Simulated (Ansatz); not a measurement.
Relaxation of BH₇N₂S (11 atoms, charge 0, multiplicity 1), to a largest force component of 0.03 eV/Å in at most 50 steps.

All numbers below come from RKS PBE0-D4/def2-SVP in Ansatz.

```xyz
11
Properties=species:S:1:pos:R:3:forces:R:3
B -0.282 0.627 -0.439 0.11 0.57 0.05
N -0.135 -0.073 2.220 -0.04 0.66 0.06
H -0.800 -0.350 2.940 0.00 0.00 0.00
H 0.791 -0.296 2.583 0.00 0.00 -0.01
H 0.820 0.134 -0.472 -0.08 0.05 0.00
N -1.398 -0.054 -0.919 -0.02 0.00 0.01
H -1.351 -1.039 -1.139 0.00 -0.01 -0.01
H -2.338 0.318 -0.922 0.00 0.01 0.00
S -0.312 2.438 0.026 0.00 -0.56 -0.18
H -1.645 2.642 -0.069 0.00 -0.01 0.00
H -0.177 0.963 2.163 0.03 -0.70 0.06
```

Problem. Where does it end, and by what steps?

Solution. It converged. After 9 steps the energy has fallen by 0.049 eV; H3 moved furthest, 0.46 Å.

```
step  energy less start (eV)  largest force component (eV/Å)  accepted
   0                  0.0000                           0.697       yes
   1                 -0.0250                           0.469       yes
   2                 -0.0299                           0.625       yes
   3                 -0.0379                           0.548       yes
   4                 -0.0068                           0.636        no
   5                 -0.0468                           0.070       yes
   6                 -0.0485                           0.066       yes
   7                 -0.0491                           0.057       yes
   8                 -0.0493                           0.032       yes
   9                 -0.0494                           0.011       yes
```

```xyz
11
Properties=species:S:1:pos:R:3
B -0.297 0.683 -0.626
N -0.150 -0.171 2.494
H -0.699 -0.184 3.353
H 0.815 -0.332 2.781
H 0.799 0.185 -0.676
N -1.416 -0.018 -1.065
H -1.350 -0.988 -1.343
H -2.364 0.330 -1.021
S -0.329 2.402 -0.016
H -1.664 2.611 -0.067
H -0.174 0.793 2.158
```

Whether the end is a true minimum wasn't checked by a vibrational analysis.

The run took 36 s on 2 threads of Arm Neoverse N1 (shared host), peak memory 0.19 GiB.
